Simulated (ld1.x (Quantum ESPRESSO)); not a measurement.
**Varying the TM potential for Xe (Z = 54)**

Base potential:

- Element: Xe
- Generator: ld1.x (Quantum ESPRESSO) 7.5
- Type: norm-conserving Troullier–Martins (Kleinman–Bylander form)
- Functional: PBE
- Relativity: non-relativistic
- Frozen core: [Ar] 3d10 4s2
- Valence charge: 24
- Reference configuration: 4p6 4d10 5s2 5p6
- Partial waves: 5s (bound): rc 1.65 bohr; 4p (bound): rc 1.20 bohr; 4d (bound): rc 0.85 bohr
- Local potential: all-electron potential smoothed inside 1.15 bohr (lloc = -1)
- Core correction: none

Occupied shells without a wave of their own: 5p. They enter only through the test configuration that unscreens the potential.

Cutoffs, loose and tight: the cutoffs (Ry, on a coarse ladder) from which the occupation-weighted sum of valence levels, in a spherical-Bessel basis at the reference potential, stays within 10 and 1 mRy of its value at 400 Ry. They do not see the model core or the augmentation charge, which bear on the density cutoff. Test errors are all-electron minus pseudo excitation energies from the reference, over the configurations 4p6 4d10 5s2 5p5; 4p6 4d10 5s2 5p4; 4p6 4d10 5s2 5p3; 4p6 4d10 5s1 5p6; 4p6 4d9 5s2 5p6; 4p5 4d10 5s2 5p6; 4p6 4d10 5s2 5p2. A dash means not determined; rows that change the core or the reference have their own tests. The largest error is taken over the tests solved by every variant that gives reliable tests at all: 4p6 4d10 5s1 5p6; 4p6 4d10 5s2 5p3; 4p6 4d10 5s2 5p4; 4p6 4d10 5s2 5p5.

A true bound ghost makes a file unfit for plane-wave use even where its test errors are small: the radial tests pick states by their node count and pass the ghost by. Where a test does run into it, the solver fails or the error is huge.

On the changes marked as counting shells twice: ld1.x takes every shell without a wave as core, so the model core holds the marked electrons as well and exchange and correlation see them twice. This cancels in the reference configuration, but the file is broken for other ones, and its errors say nothing about a proper core correction.

```tsv
change	outcome	cutoff, loose	cutoff, tight	bound ghosts	largest test error (meV)
base	generated	140 Ry	180 Ry	s	-138
local potential the s channel	generated, misses its reference levels by 3.68 eV	160 Ry	200 Ry	none	+19445
wave 4d (bound): rc 0.85 bohr becomes 4d (bound): rc 0.86 bohr	generated	140 Ry	180 Ry	s	-138
scalar-relativistic	generated	160 Ry	200 Ry	s	+345
local potential all-electron potential smoothed inside 1.02 bohr (lloc = -1)	generated, misses its reference levels by 0.48 eV	140 Ry	180 Ry	s	-2392
all radii scaled by about 1.05 (s 1.74, p 1.26, d 0.90 bohr); local potential all-electron potential smoothed inside 1.20 bohr (lloc = -1)	generated, misses its reference levels by 0.40 eV	140 Ry	180 Ry	s	+1997
core correction a·sin(br)/r model core inside 0.50 bohr (5p counted twice)	generated	140 Ry	180 Ry	s	-997
functional PBEsol	generated	160 Ry	180 Ry	s	-218
```

Question: What comes out with this change to the base: wave 4p (bound): rc 1.20 bohr becomes 4p (bound): rc 0.88 bohr?

Answer: outcome: generated, misses its reference levels by 0.20 eV; cutoff, loose: 260 Ry; cutoff, tight: over 300 Ry; bound ghosts: s; largest test error (meV): +1016.

Question: What comes out with this change to the base: core [Ar] 3d10, valence charge 26; reference 4s2 4p6 4d10 5s2 5p6; waves now 4s (bound): rc 0.30 bohr; 4p (bound): rc 1.20 bohr; 4d (bound): rc 1.10 bohr; local potential all-electron potential smoothed inside 0.90 bohr (lloc = -1); core correction a·sin(br)/r model core, default radius (core density twice the valence density)?

Answer: outcome: failed: run_pseudo: Errors in PS-KS equation. Cause: the pseudo-atom solver did not find the valence states with the expected number of nodes, which is the usual sign of a ghost state.

Question: What comes out with this change to the base: wave 5s (bound): rc 1.65 bohr becomes 5s (bound): rc 2.42 bohr?

Answer: outcome: generated; cutoff, loose: 140 Ry; cutoff, tight: 200 Ry; bound ghosts: s; largest test error (meV): -109.
